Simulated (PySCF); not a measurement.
Electron correlation in P⁺ (phosphorus, charge +1)

[Ne] 3s2 3p2, high-spin 3P determinant. Computed with PySCF 2.14 in aug-cc-pV(T+d)Z (6s5p4d2f, 55 functions), with the non-relativistic Hamiltonian (point nucleus). Frozen: [Ne]; 4 electrons correlated.

```json
{"level": "CCSD", "correlation energy (mhartree)": "-83.13"}
{"level": "(T)", "correlation energy (mhartree)": "-2.37"}
{"level": "CCSD(T)", "correlation energy (mhartree)": "-85.50"}
```

Diagnostics: T1 = 0.010, D1 = 0.0253, largest double amplitude 0.102.

Cost of the coupled-cluster step: roughly 2.2 core-seconds, for 4 correlated electrons.
